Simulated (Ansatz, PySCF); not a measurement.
C$_{4}$H$_{9}$O$_{2}$ (SMILES C1C[OH+]CCO1), charge +1, singlet, geometry from GFN2-xTB. Base run: BLYP/STO-3G (PySCF).

Geometry (Å):
```xyz
15

C      1.3373     0.0666    -0.4463
C      0.7439    -1.1803     0.2073
O     -0.3621    -0.8007     1.0937
C     -1.3629    -0.0152     0.3627
C     -0.6965     1.1912    -0.2963
O      0.3412     0.7698    -1.1443
H      2.0904    -0.2185    -1.1824
H      1.8095     0.7091     0.3137
H      1.4729    -1.7243     0.8085
H      0.3125    -1.8457    -0.5438
H      0.0026    -0.2371     1.8121
H     -1.7822    -0.6874    -0.3892
H     -2.1371     0.2720     1.0749
H     -0.3170     1.8851     0.4706
H     -1.4154     1.7201    -0.9237
```
Charge +1, spin multiplicity 1.
All else is at PySCF's defaults.

The same geometry, method and basis name were run in Ansatz (a program for electronic structure) and PySCF, at each program's defaults and at the settings that a row names. The base is PySCF at its defaults. Differences at the defaults can come from grids, fitting, cores and function types together.

| code and settings | ΔE vs base (mEh) | basis functions | E (Eh) | SCF cycles |
|---|---|---|---|---|
| PySCF, defaults (exact integrals, its default grid, spherical functions) | 0.000 | 39 | -303.90875 | 10 |
| Ansatz, defaults (factorised integrals, its default grid, spherical functions) | -0.007 | 39 | -303.90876 | - |
| PySCF, density fitting with def2-universal-jkfit | (withheld) | 39 | (withheld) | 10 |
| PySCF, fine grid | -0.006 | 39 | -303.90876 | 10 |
| Ansatz, high accuracy | -0.004 | 39 | -303.90876 | - |

Some entries are withheld; supply them.


- PySCF, density fitting with def2-universal-jkfit, ΔE vs base (mEh): -2.084
- PySCF, density fitting with def2-universal-jkfit, E (Eh): -303.91084
